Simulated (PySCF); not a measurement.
Species: C2H3BO2.
SMILES with atom numbers: `[CH:1]#[C:2][B:3]([OH:4])[OH:5]` (hydrogens: H6 on C1; H7 on O4; H8 on O5)

Computed, not measured: PySCF, PBE0-D3(BJ)/def2-SVP geometry optimisation, gas phase.

Question: List the bond lengths, angles and torsions at this level.

Answer: 
```
        bond  length (pm)
       C1≡C2        121.5
       C2–B3        154.1
B3–O4, B3–O5        136.1
       C1–H6        107.5
O4–H7, O5–H8         96.2
```

Bonds in one row agree within 1 pm and their mean is given. A selection of angles:
```
   angle  degrees
C2–C1–H6    179.8
C1–C2–B3    179.9
C2–B3–O4    117.7
O4–B3–O5    124.9
B3–O4–H7    115.1
```

Torsions: H7–O4–B3–C2 -179° (antiperiplanar); H8–O5–B3–C2 180° (antiperiplanar).

B3 (three-coordinate boron) is planar (angles 124.9°, 117.7° and 117.4°, sum 360.0°, 0.00 Å off the plane of its three neighbours). Of the pairs four or more bonds apart, H7···H8 is among the closest relative to their van der Waals radii: 2.33 Å, 97 % of the sum of Bondi's values. The 5 heavy atoms lie in one plane (0.001 Å rms).

Point group: C2v (tolerance 0.08 Å). Whether it is a minimum is left open (no frequencies). One conformer, not necessarily the lowest (C2–B3–O4–H -179°, C2–B3–O5–H 180°).
